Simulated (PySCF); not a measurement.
Atoms are numbered as in `[PH2:1][Si:2]([PH2:3])([PH2:4])[PH2:5]`. Hydrogens are named by the atom that carries them.

Geometry: PBE0-D3(BJ)/def2-TZVP; GIAO shifts from PySCF 2.14.0 with density-fitted response routines, gas phase, non-relativistic, averaged over equivalent atoms.

At B97-2/pcSseg-2 (327 basis functions, 99 s wall time on 1 thread of an Arm Neoverse N1, shared host):
```
                  atoms  δ (ppm)
            P1/P3/P4/P5   -218.0
                    Si2      1.7
H(P1)/H(P3)/H(P4)/H(P5)     2.22
```

Shifts are taken against calculated references (same method and geometry level): 31P (σref 317.21) against H3PO4; TMS for 29Si (σref 348.46), 1H (σref 31.64).

Task: What do these become at KT3/pcSseg-2?

Result: 
```csv
atoms,δ at KT3/pcSseg-2,change
P1/P3/P4/P5,-203.6,+14.4
Si2,-0.1,-1.8
H(P1)/H(P3)/H(P4)/H(P5),2.23,+0.01
```

δ = σ(ref) − σ, references computed at the same level: 31P (335.27 ppm) against H3PO4; 29Si (359.36 ppm), 1H (31.63 ppm) vs TMS.

The largest change is at P1/P3/P4/P5 (phosphorus bonded to Si, 2 H). Cost: 327 basis functions, 100 s wall time on 1 thread of an Arm Neoverse N1, shared host.

Experimental scales use liquid or dissolved standards, which lie at an offset from isolated H3PO4.
